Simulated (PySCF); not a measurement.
Molecule: `Fc1cnnnc1`, C3H2FN3.

Geometry (Å), atoms numbered from 1 in this order:
```xyz
9

F     0.313    2.075    0.570
C     0.121    0.795    0.246
C    -1.151    0.240    0.181
N    -1.291   -1.036   -0.147
N    -0.265   -1.769   -0.405
N     0.940   -1.317   -0.361
C     1.182   -0.053   -0.044
H    -2.050    0.803    0.387
H     2.214    0.267   -0.025
```

Frames of a GFN2-xTB Langevin trajectory at 400 K; GIAO PBE0/pcSseg-1 shieldings in PySCF 2.14, gas phase, non-relativistic; equivalent atoms averaged within each frame.

δ = σ(ref) − σ, references computed at the same level: CFCl3 for $^{19}$F (σ = 170.95 ppm); $^{13}$C (σ = 186.93 ppm), $^{1}$H (σ = 31.72 ppm) against TMS; $^{15}$N (σ = 267.73 ppm) against NH3. The references are static minima.

Q: How do the shifts (ppm) fluctuate along the trajectory?

A: 
| time (fs) | F1 | C2 | C3/C7 | N5 | N4/N6 | H8/H9 |
| --- | --- | --- | --- | --- | --- | --- |
| optimised geometry | -138.4 | 169.0 | 143.6 | 525.9 | 448.7 | 9.32 |
| 250 | -136.2 | 168.5 | 141.6 | 538.1 | 439.1 | 9.60 |
| 425 | -109.0 | 176.0 | 140.2 | 490.7 | 441.3 | 9.20 |
| 625 | -135.5 | 165.4 | 148.4 | 526.2 | 469.4 | 9.56 |
| 800 | -134.7 | 165.4 | 146.2 | 493.0 | 476.3 | 10.19 |
| 1000 | -124.1 | 169.4 | 142.3 | 510.4 | 440.0 | 10.09 |
| mean of frames | -127.9 | 168.9 | 143.7 | 511.7 | 453.2 | 9.73 |
| standard deviation | 11.7 | 4.4 | 3.4 | 20.6 | 18.1 | 0.41 |

5 frames give an uncertainty of the mean of about the standard deviation over 2.2 at best, since frames this close in time may not be independent; classical motion lacks zero-point vibration, and the reference would need the same averaging.
